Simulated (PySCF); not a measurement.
# Two-component Hartree-Fock for Ag²⁶⁺ (silver, charge +26)

Start: [Ar] 3d3; 3d3/2 filled at m_j = -1/2, +1/2, +3/2. Calculated with PySCF 2.14 in an uncontracted even-tempered set (16 s from 3.7 bohr⁻², ratio 2.8; 12 p from 4.8 bohr⁻², ratio 2.8; 8 d from 4.8 bohr⁻², ratio 2.8; 3 f from 16 bohr⁻², ratio 3): generalised Hartree-Fock with the X2C-1e Hamiltonian and a Gaussian nucleus; one run each with spin-orbit coupling (SO) switched off, then screened by Boettger's factors.

```
spinor shell  electrons  ε, spin-free (eV)  ε, screened SO (eV)  weight of nominal j (screened SO)  rms radius, screened SO (bohr)
       1s1/2          2           -26773.5             -26771.0                              1.000                          0.0357
       2s1/2          2            -4966.1              -4964.9                              1.000                           0.145
       2p1/2          2            -4566.3              -4693.1                              0.999                           0.126
       2p3/2          4            -4566.3              -4506.6                              0.999                           0.130
       3s1/2          2            -1687.8              -1687.5                              1.000                           0.366
       3p1/2          2            -1549.6              -1584.9                              0.955                           0.356
       3p3/2          4            -1549.6              -1532.7                              0.978                           0.366
       3d3/2          3            -1385.3              -1386.8                              0.852                           0.325
```

| quantity | spin-free | screened SO |
| --- | --- | --- |
| E (hartree) | -4885.45172 | -4886.72427 |
| M_J | 3/2 | 3/2 |
| ⟨J²⟩ | 6.751 | 4.888 |
| ⟨L²⟩ | 12.001 | 10.817 |
| ⟨S²⟩ | 3.750 | 3.165 |

The determinant has a definite M_J but mixes levels of different J.

Each row is a mean over spinors that exchange with the open shell spreads, by up to 15.055 eV (3s1/2).

Rows whose weight is well below 1 are mixtures of j = l ± 1/2: exchange outweighs spin-orbit coupling there, and the label is only the starting occupation.

Breit and QED terms are absent; they matter most for the inner s and p1/2 levels.

Densities and radii are taken from the X2C orbitals without a picture-change correction, which distorts them close to the nucleus.

Without spin-orbit coupling the j labels of p, d and f shells carry no meaning; the spin-free column gives the mean over the occupied spinors of each nl shell, and its ⟨J²⟩ belongs to a mixture of degenerate components.
